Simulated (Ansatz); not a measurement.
H5BSi2, SMILES `[H]/B=[SiH]\[SiH3]` (charge 0, multiplicity 1).

All values below come from PBE/cc-pVTZ // PBE0-D3(BJ)/def2-TZVP in Ansatz (a quantum-chemistry and plane-wave program).

Ansatz 0.2 input:
```yaml
crystal:
  periodic: [false, false, false]
  atoms:
    - { symbol: B, position_ang: [1.963894, -0.016049, -0.663911] }
    - { symbol: Si, position_ang: [0.787215, -0.631859, 0.599673] }
    - { symbol: Si, position_ang: [-1.26933, 0.351429, 0.17065] }
    - { symbol: H, position_ang: [2.757653, 0.576984, -1.310087] }
    - { symbol: H, position_ang: [0.890834, -2.061727, 0.98336] }
    - { symbol: H, position_ang: [-2.159943, -0.521085, -0.640276] }
    - { symbol: H, position_ang: [-0.994792, 1.609093, -0.574457] }
    - { symbol: H, position_ang: [-1.975531, 0.693216, 1.435046] }
basis:
  gaussian: { orbitals: cc-pVTZ }
hamiltonian:
  xc: pbe
```

Output:

```
Functional definition: PBE
1062 factors; their error is unknown
mean field evaluation 1: about -16498.4009 eV, gradient 2.6e1 eV
mean field evaluation 2: about -16493.4051 eV, gradient 3.9e1 eV
mean field evaluation 4: about -16501.0483 eV, gradient 3.5e0 eV
mean field evaluation 8: about -16501.0928 eV, gradient 1.2e-1 eV
mean field evaluation 16: about -16501.0413 eV, gradient 1.9e-4 eV
mean field -16501.04131552 eV, -606.4020835378 hartree, gradient 8.4e-5 eV, S^2 0.000000; 1 other end points of the search recorded, 0 dependent functions left out
reference -16501.04135902 eV, -606.4020851364 hartree; 19, 19 occupied and 149, 149 virtual orbitals, 1062 factors
Total energy: -16501.04135902 eV, -606.4020851364 hartree
```
